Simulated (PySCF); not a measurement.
**Worked example: entropy of an ideal gas**

Ge(NH2)2 (GeH4N2), SMILES [NH2][Ge][NH2] (connectivity only; charge and spin as stated), neutral, multiplicity 1.

Geometry optimised at ωB97X-D3(BJ)/def2-TZVP. Other conformers were not sampled.

ωB97X-D3(BJ)/def2-TZVP (PySCF 2.14.0) gives the harmonic wavenumbers 260, 267, 337, 358, 500, 671, 694, 705, 814, 1568, 1592, 3601, 3604, 3712, 3713 cm⁻¹ and the rotational temperatures 0.6544, 0.3632, 0.2335 K. The molar mass is 104.68 g/mol, the symmetry number 2, the spin multiplicity 1.

Task: Work out the entropy at 298.15 K and 1 atm in the rigid-rotor, harmonic-oscillator model.

Result: 
Translation (Sackur–Tetrode at 1 atm): S = R[1.5 ln M + 2.5 ln T − 1.16487] = 166.8 J/(mol K).
Rotation: q = (√π/σ) T^1.5/√(θA θB θC) = 19400, S = R[ln q + 3/2] = 94.5 J/(mol K).
Vibration: with u = 1.4388 ν/T, each mode gives R[u/(e^u − 1) − ln(1 − e^−u)]:
| ν (cm⁻¹) | modes | u | S (J/(mol K)) |
|---|---|---|---|
| 260 | 1 | 1.25 | 6.95 |
| 267 | 1 | 1.29 | 6.76 |
| 337 | 1 | 1.63 | 5.13 |
| 358 | 1 | 1.73 | 4.73 |
| 500 | 1 | 2.41 | 2.75 |
| 671 | 1 | 3.24 | 1.43 |
| 694 | 1 | 3.35 | 1.31 |
| 705 | 1 | 3.40 | 1.26 |
| 814 | 1 | 3.93 | 0.82 |
| 1568 | 1 | 7.57 | 0.04 |
| 1592 | 1 | 7.68 | 0.03 |
The stiffer modes add less than 0.005 each. Sum 31.2 J/(mol K).
Spin: R ln 1 = 0.0 J/(mol K).
Total 292.5 J/(mol K); the program's own thermochemistry gives 292.5. Translation makes up 57 % and vibration 11 %. Anharmonicity, hindered rotation and orbital degeneracy are left out.
